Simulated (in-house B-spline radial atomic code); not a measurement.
## LDA VWN5 excitations of F⁵⁺

Method: LDA VWN5. Computed with an all-electron radial atomic-structure program (B-spline basis): linear response of the closed shell [He] 2s2 with the functional's adiabatic kernel; scalar-relativistic (spin-free one-electron X2C), finite nucleus, no spin-orbit coupling, no double excitations, S, P, D and F terms only.

Command:
```bash
python run_td.py task.json out
```
Settings (radii: box in bohr, nucleus in fm):
```
Z                        9
electrons                4
configuration            [He] 2s2
hamiltonian              x2c
method                   lda,vwn
box_radius               16.35
rms_radius               2.8976
intervals                72
```

Run time, properties included: 0.2 s on 1 thread of Arm Neoverse N1 (shared host).

The lowest states, in the order of their Tamm-Dancoff energies; the method's threshold (minus the highest occupied level) is 143.57 eV. Labels give the largest channel, * marks a mixed state, and oscillator strengths are full-response dipole values. Semilocal kernels can invert the small singlet-triplet splittings of Rydberg terms. Energies in eV:

| state | full response | Tamm-Dancoff | oscillator strength |
| --- | --- | --- | --- |
| 2s → 2p 3P | 10.266 | 11.114 | - |
| 2s → 2p 1P | 21.299 | 22.519 | 0.414 |
| 2s → 3s 3S | 90.10 | 90.11 | - |
| 2s → 3s 1S | 92.05 | 92.08 | - |
| 2s → 3p 3P | 94.38 | 94.40 | - |
| 2s → 3p 1P | 94.73 | 94.73 | 0.455 |
| 2s → 3d 3D | 97.27 | 97.30 | - |
| 2s → 3d 1D | 98.39 | 98.39 | - |
| 2s → 4s 3S | 116.64 | 116.64 | - |
| 2s → 4s 1S | ? | ? | - |
| 2s → 4p 3P | 118.30 | 118.31 | - |
| 2s → 4p 1P | 118.42 | 118.42 | 0.118 |
| 2s → 4d 3D | ? | ? | - |
| 2s → 4d 1D | 120.01 | 120.01 | - |
| 2s → 4f 1F | 121.02 | 121.02 | - |
| 2s → 4f 3F | 121.17 | 121.17 | - |

(1) Where does 2s → 4d 3D lie?

(2) Where does 2s → 4s 1S lie?

(3) How large is the singlet-triplet splitting of 2s → 2p (P terms) in Tamm-Dancoff?

(4) What polarisabilities and dispersion coefficient does the method give?

Results:

(1) At 119.65 eV in full response, 119.66 eV in Tamm-Dancoff.

(2) At 117.21 eV in full response, 117.21 eV in Tamm-Dancoff.

(3) 11.4 eV, from the unrounded values.

(4) Dipole 0.7389 bohr³, quadrupole 0.2107 bohr⁵, C6 0.3652 hartree·bohr⁶ for two such species.
